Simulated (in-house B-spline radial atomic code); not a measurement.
# Response and correlation of Hf42+

Closed shell [Ar] 3d10 4s2. Computed with a B-spline radial code for spherical atoms: Dirac-Hartree-Fock, relativistic RPA (time-dependent Dirac-Hartree-Fock) for the response and second-order many-body perturbation theory for correlation, no-pair Dirac-Coulomb Hamiltonian, finite nucleus.

Command:
```bash
python run_mb.py task.json out
```
Settings (nuclear radius in fm, box in bohr, cutoff in hartree):
```
basis_form          2
Z                   72
core_configuration  [Ar] 3d10 4s2
rms_radius          5.347
mass_number         180
speed_of_light      137.036
box_radius          2.22
lmax                7
intervals           56
virtual_cutoff      129600.0
```

Time taken, with all properties: 3.5 s on 1 thread of Arm Neoverse V2, on a shared host.

```tsv
multipole (bohr³, bohr⁵, bohr⁷)	uncoupled	coupled RPA
dipole	0.035825	?
quadrupole	0.0024079	0.0026189
octupole	0.00032687	0.00034745
```

(1) What is the coupled dipole polarisability?

(2) Which subshells carry the dipole polarisability?

(3) What does the dipole shielding factor come to?

Dipole polarisability at imaginary frequency:

```csv
u (Eh),α(iu) (bohr³)
0,0.03865
14.1,0.007677
42.3,0.002737
84.6,0.001431
141,0.0007523
282,0.0002549
564,7.536e-05
1410,1.349e-05
```

(4) What dispersion coefficients follow for two such ions (the dispersion part alone)?

Lowest J = 1 odd-parity excitations:

```csv
energy (eV),oscillator strength,leading channel,weight
85.927,0.126,4s1/2 → p1/2,0.985
184.84,1.07,4s1/2 → p3/2,0.984
920.05,0.19,4s1/2 → p1/2,0.999
961.31,0.216,4s1/2 → p3/2,0.999
1332.8,0.0589,4s1/2 → p1/2,1.0
1355.2,0.0793,4s1/2 → p3/2,1.0
1566,0.137,3d3/2 → p1/2,0.992
1581.2,0.0331,4s1/2 → p1/2,0.999
```

Second-order correlation energy by the highest angular momentum of the excited pair (hartree): s -0.0264, p -0.2626, d -0.5085, f -0.6381, g -0.1976, h -0.08508, i -0.03838, k -0.01943.

(5) What is the second-order correlation energy at the partial-wave limit?

Results:

(1) 0.038654 atomic units, +8 % against the uncoupled value.

(2) 4s1/2 96.8 %, 3d5/2 1.5 %, 3d3/2 1.0 %.

(3) The dipole shielding factor is 0.416, against the exact N/Z = 30/72 = 0.417 of the non-relativistic theorem.

(4) C6 = (3/π)∫α(iu)²du = 0.007007 hartree·bohr⁶ and C8 = 0.003522 hartree·bohr⁸.

(5) The listed waves sum to -1.7762 hartree; extrapolating the increments as (l + 1/2)⁻⁴ gives -1.8159 hartree, -1.65 eV per electron.
